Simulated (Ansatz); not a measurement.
A nudged elastic band was laid between two geometries of BCl2H3O (7 atoms, charge 0, multiplicity 1).

These are results of Ansatz, RKS PBE/def2-SVP, not measurements.

```json
{
  "movable images": "5",
  "climbing image": "yes",
  "spring": "5.0 eV/Å²",
  "optimiser": "quadratic models (default)",
  "start path": "through a guess of the saddle point",
  "force threshold": "0.03 eV/Å",
  "iteration limit": "60",
  "end points": "relaxed"
}
```

Initial state:

```xyz
7
Properties=species:S:1:pos:R:3
B -0.533 -0.375 -0.147
H -0.353 -1.491 0.303
Cl 0.024 -0.168 -1.897
Cl -2.110 0.405 0.252
H 1.383 -0.068 0.844
O 0.633 0.543 0.675
H 0.955 1.155 -0.030
```

Final state:

```xyz
7
Properties=species:S:1:pos:R:3
B -0.628 0.614 -0.478
H 0.744 -2.135 0.992
Cl -0.264 -0.002 -2.105
Cl -2.228 0.374 0.214
H 0.929 -1.477 1.343
O 0.300 1.271 0.255
H 1.147 1.355 -0.221
```

Question: Which bonds break or form, and what moves?

Answer: Bonds broken: B1–H2, H5–O6. Bonds formed: H2–H5. BCl2H3O becomes BCl2HO + H2.

Question: Give the energies along the band, and the barrier.

Answer: It converged. The highest image is number 2 of 0 to 6, 0.91 eV above the first end and 1.67 eV above the last; the last end lies 0.76 eV below the first. A vibrational analysis at the climbing image gives one clearly imaginary mode, 1203i cm⁻¹: a first-order saddle point. The orbitals stay closed-shell, which can raise the energy where a bond breaks towards radicals; this wasn't checked here.

| image | path coordinate (Å) | energy (eV) | B1–H2 (Å) | H5–O6 (Å) | H2–H5 (Å) |
| --- | --- | --- | --- | --- | --- |
| 0 | 0.00 | 0.00 | 1.22 | 0.98 | 2.31 |
| 1 | 0.63 | 0.16 | 1.23 | 0.99 | 1.77 |
| 2 | 1.27 | 0.91 | 1.37 | 1.29 | 1.05 |
| 3 | 1.83 | -0.04 | 1.85 | 1.84 | 0.79 |
| 4 | 2.40 | -0.61 | 2.41 | 2.32 | 0.77 |
| 5 | 2.97 | -0.74 | 2.91 | 2.73 | 0.77 |
| 6 | 3.53 | -0.76 | 3.41 | 3.02 | 0.77 |

Question: What is the geometry of the highest image?

Answer: 
```xyz
7
Properties=species:S:1:pos:R:3
B -0.410 -0.095 -0.160
H 0.028 -1.261 0.415
Cl -0.038 -0.194 -1.927
Cl -2.105 0.156 0.353
H 0.639 -0.481 0.753
O 0.600 0.799 0.605
H 1.286 1.076 -0.038
```

Question: What are the harmonic wavenumbers there?

Answer: 1203i, 239, 274, 398, 409, 656, 769, 814, 920, 1036, 1191, 1269, 1965, 2099, 3655 cm⁻¹.

The band took 14 iterations and roughly 70 core-seconds.

Run time: 38 s on 2 threads of Intel(R) Xeon(R) 6975P-C (Granite Rapids), with other jobs on the host, peak memory 0.16 GiB.
